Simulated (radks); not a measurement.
The numbers below are computed, except where a source is named.
As5+, configuration [Ar] 3d10.

Level of theory: scalar-relativistic Kohn-Sham, LB94 model potential, spin-polarised, spherical densities, finite nucleus; Fermi nuclear charge, rms radius 4.0968 fm (a radial shooting solver on a logarithmic mesh with Libxc functionals).

Energy parts (Ry):
| part | energy |
|---|---|
| kinetic | 4613.51764 |
| electron-nucleus | -10748.09166 |
| Hartree | 1789.49442 |
(The LB94 potential has no energy functional, so no total or exchange-correlation energy is given.)

Orbitals (lengths in bohr, moments of r in powers of bohr; r(max) is where P^2 peaks):
orbital,occ.,eigenvalue (Ry),r(max),<r^4>
1s,2,-873.5448,0.02973,0.00001977
2s,2,-116.5199,0.1699,0.003996
2p,6,-103.1509,0.1360,0.002905
3s,2,-19.83566,0.5220,0.2734
3p,6,-15.70164,0.5209,0.3395
3d,10,-8.87356,0.4723,0.6286

The highest occupied level is 3d at -120.73 eV. The density falls to 0.001 e/bohr^3 at r = 2.16 bohr. Summed over all electrons, <r^2> = 9.249 bohr^2, which gives a Langevin (diamagnetic) susceptibility term of -7.33 x 10^-6 cm^3/mol.
